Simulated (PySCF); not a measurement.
## SMILES N#CC1=C(F)COC=CO1, C$_{6}$H$_{4}$FNO$_{2}$

Cartesian coordinates in Å; atom numbers follow the order of the lines, from 1:
```xyz
14

N     3.6478    0.9548   -0.6333
C     2.5503    0.7128   -0.4206
C     1.1833    0.4115   -0.1491
C     0.7855   -0.8755   -0.1148
F     1.7231   -1.8266   -0.3344
C    -0.5411   -1.4585    0.2557
O    -1.6917   -0.8037   -0.2189
C    -1.8283    0.5322   -0.0170
C    -0.9292    1.5083    0.0954
O     0.4330    1.5182    0.0493
H    -0.5938   -1.5240    1.3547
H    -0.5911   -2.4739   -0.1496
H    -2.8736    0.8041    0.0174
H    -1.2750    2.5198    0.2430
```

Method: GIAO B3LYP/pcSseg-1 magnetisability, rotational g tensor and spin-rotation constants, non-relativistic, gas phase (PySCF 2.14.0). Geometry: GFN2-xTB.

Give the nuclear spin-rotation constants along the inertial axes (H = +C I·J) beside the isotropic shieldings.

Rotational constants 2.3324, 1.1667, 0.7918 GHz. A star marks the isotopologue with that one atom substituted, in its own axes.
| atom | isotope | Caa (kHz) | Cbb (kHz) | Ccc (kHz) | mean (kHz) | σ (ppm) |
| --- | --- | --- | --- | --- | --- | --- |
| N1 | 14N | 0.140 | 0.261 | 0.190 | 0.197 | -70.0 |
| F5 | 19F | 2.096 | 1.587 | 0.549 | 1.411 | 299.3 |
| H11 | 1H | -0.241 | -0.109 | 0.039 | -0.103 | 26.7 |
| H12 | 1H | -0.242 | 0.052 | -0.073 | -0.088 | 27.0 |
| H13 | 1H | 0.177 | -0.111 | -0.087 | -0.007 | 25.9 |
| H14 | 1H | -0.242 | 0.099 | -0.090 | -0.078 | 26.1 |
| C2 | 13C* | 0.012 | 0.510 | 0.348 | 0.290 | 67.6 |
| C3 | 13C* | 1.023 | 0.346 | 0.172 | 0.514 | 52.2 |
| C4 | 13C* | 1.129 | 0.477 | 0.202 | 0.603 | 9.4 |
| C6 | 13C* | 0.515 | 0.263 | 0.195 | 0.324 | 108.3 |
| O7 | 17O* | -0.426 | -0.190 | -0.060 | -0.225 | 224.5 |
| C8 | 13C* | 0.994 | 0.383 | 0.179 | 0.519 | 45.6 |
| C9 | 13C* | 0.752 | 0.481 | 0.175 | 0.469 | 51.0 |
| O10 | 17O* | -0.485 | -0.277 | -0.051 | -0.271 | 188.4 |

For the geometry as given, no vibrational averaging.
